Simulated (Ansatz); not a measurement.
One geometry of Sn₂Se⁺, several levels of theory.

```yaml
crystal:
  periodic: [false, false, false]
  atoms:
    - {symbol: Sn, position_ang: [-0.135676, -1.666677, -0.390638]}
    - {symbol: Sn, position_ang: [0.416416, 1.415581, -0.878377]}
    - {symbol: Se, position_ang: [-0.280740, 0.251096, 1.269015]}
basis:
  gaussian: {orbitals: def2-TZVP, initial_orbitals: start.molden}
total_charge: 1
magnetization: {spin_polarized: true, initial_magnetization: 1}
hamiltonian: {xc: pbe0, dispersion: d4}
scf: {omitted_lower_state_checks: [starts]}
output: {forces: true, orbitals: {seedname: orbitals}}
```

The file start.molden holds the orbitals of an earlier run on this structure, at another level or in another basis.

```sh
$ ansatz run in.yaml --threads 4 --pin off --events-out ev --progress --plain --max-ram 3916MiB
```

Shortened log:

```
Functional definition: PBE0
1294 factors; integrals over basis functions are off by at most 5.7e-4 eV
mean field evaluation 1: about -77000.1215 eV, gradient 7.9e1 eV
mean field evaluation 2: about -77000.6941 eV, gradient 1.8e0 eV
mean field evaluation 4: about -77000.7716 eV, gradient 2.5e-1 eV
mean field evaluation 8: about -77000.7721 eV, gradient 1.5e-5 eV
mean field -77000.77210536 eV, -2829.7261818739 hartree, gradient 1.5e-5 eV, S^2 0.755672; 0 other end points of the search recorded, 0 dependent functions left out
reference -77000.77213701 eV, -2829.7261830372 hartree; 39, 38 occupied and 109, 110 virtual orbitals, 1294 factors
Total energy: -77000.89851921 eV, -2829.7308274975 hartree
Atom 0 at    -0.135676    -1.666677    -0.390638 Å, force    -0.006089     0.037825     0.045704 eV/Å
Atom 1 at     0.416416     1.415581    -0.878377 Å, force    -0.016087    -0.017991     0.054536 eV/Å
Atom 2 at    -0.280740     0.251096     1.269015 Å, force     0.022176    -0.019834    -0.100240 eV/Å
Dipole moment:     0.106552    -0.095301    -0.481644 e Å
Checks for a lower state left out: starts
```

Run time 4.4 s (4 threads of Arm Neoverse V2 on a shared host).

The first input with `gaussian: {orbitals: def2-SVP, initial_orbitals: start.molden}`, `hamiltonian: {xc: pbe, dispersion: d4}`, `output: {orbitals: {seedname: orbitals}}` (abridged; 1.1 s):

```
Functional definition: PBE
mean field -76990.15223196 eV, -2829.3359087250 hartree, gradient 5.2e-5 eV, S^2 0.753094
Total energy: -76990.30107220 eV, -2829.3413785028 hartree
Checks for a lower state left out: starts
```

The first input with `hamiltonian: {xc: hf}`, `output: {orbitals: {seedname: orbitals}}` (abridged; 2.4 s):

```
Functional definition: HF
mean field -76910.64436547 eV, -2826.4140485240 hartree, gradient 4.2e-5 eV, S^2 0.775812
Total energy: -76910.64436547 eV, -2826.4140485240 hartree
Checks for a lower state left out: starts
```

First input, but with `hamiltonian: {xc: {text: "exchange = 0.65*pbe_x + 0.35*exact_x\ncorrelation = pbe_c"}}`, `output: {orbitals: {seedname: orbitals}}` (abridged; 3.2 s):

```
Functional definition: unnamed
mean field -77001.71885380 eV, -2829.7609742374 hartree, gradient 2.8e-5 eV, S^2 0.756804
Total energy: -77001.71888129 eV, -2829.7609752476 hartree
Checks for a lower state left out: starts
```

Geometry: r2SCAN-D4/def2-TZVP.

In the def2 sets Sn takes a core potential; there is no spin–orbit coupling. The structure comes from a short search, and lower isomers may exist.
